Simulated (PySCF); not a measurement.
iodine atom (I), doublet (core potentials on I). Base run: PBE0/def2-SVP in PySCF.

Input for PySCF:
```python
from pyscf import gto, scf, dft, solvent

mol = gto.M(
    atom='''
I     0.000000    0.000000    0.000000
''',
    basis='def2-svp',
    ecp={'I': 'def2-svp'},
    charge=0,
    spin=1,
    verbose=4,
)

mf = dft.UKS(mol)
mf.xc = 'pbe0'
mf.kernel()
```

Variants of this job, named by their change:

| change | ΔE vs base (kcal/mol) |
|---|---|
| base | 0.000 |
| model = IEF-PCM; solvent = toluene | -0.544 |
| model = IEF-PCM; solvent = 2-propanol; vdw_scale = 1.1 | -1.64 |
| model = IEF-PCM; solvent = dimethylsulfoxide | -1.17 |
| model = SS(V)PE; solvent = 2-propanol | -1.11 |
| model = IEF-PCM; solvent = 2-propanol; vdw_scale = 1.0 | -2.58 |
| model = ddCOSMO; solvent = 2-propanol | -0.96 |
| model = IEF-PCM; solvent = 2-propanol; lebedev_order = 41 | -1.11 |
| model = IEF-PCM; solvent = n-hexane | -0.416 |
| model = IEF-PCM; solvent = dichloromethane | -1.00 |
| model = IEF-PCM; solvent = 2-propanol; lebedev_order = 11 | -1.08 |
| model = IEF-PCM; solvent = 2-propanol | -1.11 |

The base is the gas phase, so ΔE is the electrostatic part of solvation at a fixed geometry, without cavity and dispersion terms.

Open shells are given as the SCF converged; they aren't shown to be the lowest states, and a large step between rows can be another state.
